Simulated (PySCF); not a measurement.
**Working out the ionisation energy of S⁺**

S⁺ [Ne] 3s2 3p3 (4S) → S²⁺ [Ne] 3s2 3p2 (3P). All numbers are calculated (PySCF 2.14, no relativity, point nucleus, in aug-cc-pV(T+d)Z). Frozen: [Ne]. Energies in hartree (1 hartree = 27.21139 eV):

```tsv
part	S⁺ (lower)	S²⁺ (upper)
UHF	-397.170298	-396.335333
CCSD correlation	-0.110220	-0.089937
(T)	-0.003654	-0.002200
```

Q: What does Hartree-Fock give?

A: (-396.335333) − (-397.170298) = 0.834965 hartree = 22.721 eV.

Q: What do CCSD and CCSD(T) give?

A: The CCSD correlation energies differ by 0.020283 hartree = 0.552 eV and the triples by 0.001454 hartree = 0.040 eV, so CCSD gives 23.273 eV and CCSD(T) 23.313 eV.

A first-order spin-orbit estimate adds -0.061 eV to CCSD(T) (valence), giving 23.252 eV against 23.338 eV (measured; NIST Atomic Spectra Database, ionization energies).

What remains against the reference includes basis incompleteness, the frozen core and higher excitations.
